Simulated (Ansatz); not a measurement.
**Which method gave which barrier?**

Saddle point of SiN2H5F, singlet (SiN₂H₅F ([NH2][SiH]([NH2])[F]) → SiN₂H₄ ([NH2][Si][NH2]) + HF; bonds formed: F2–H3; bonds broken: Si1–F2, Si1–H3), PBE0-D4/def2-TZVP structure:

Si1  (0.526, 0.035, -0.336)
F2  (-0.176, -1.530, -1.557)
H3  (0.866, -0.899, -1.607)
N4  (-0.620, 1.281, -0.374)
N5  (0.542, -0.527, 1.261)
H6  (-0.833, 1.758, -1.234)
H7  (-1.291, 1.475, 0.351)
H8  (1.123, -1.302, 1.530)
H9  (-0.137, -0.291, 1.967)
(Å)

Program: Ansatz 0.2.0. Basis: def2-TZVPP, with def2-QZVPP for the basis limit. Cores are frozen in the correlated methods. Extrapolation: Hartree–Fock as exp(−7.88 √X), correlation as X^−2.97. Four methods, as single points on the PBE0-D4 structures, gave these electronic barriers from the start structure: 3.111, 3.562, 3.840, 4.618 eV.

Q: The methods were, in alphabetical order, HF, MP2, r2SCAN-D4, SPW92. Which gave which? (A judgement: the text doesn't fix the answer.)

A: By the calculation: SPW92 3.111; r2SCAN-D4 3.562; MP2 3.840; HF 4.618 eV. For comparison, CCSD(T) at an estimated basis limit (MP2 extrapolated from triple and quadruple zeta, plus CCSD(T) − MP2 in triple zeta) gives 3.811 eV.

T1 diagnostic: at most 0.016.

Losses and insertions of silylenes and their heavier kin drive the gas-phase chemistry of silicon and germanium vapour deposition.

Labels in which every atom is bracketed show which atoms are joined, not bond orders.

For scale, one of the runs: CCSD(T)/def2-TZVPP, 205 basis functions, launched by `ansatz run in.yaml --threads 4 --pin off --events-out ev --progress --plain --max-ram 9574MiB`. The run took 43 s on 4 CPU threads of an Arm Neoverse V2 (shared host), with 2.7 GiB of host memory at its peak.
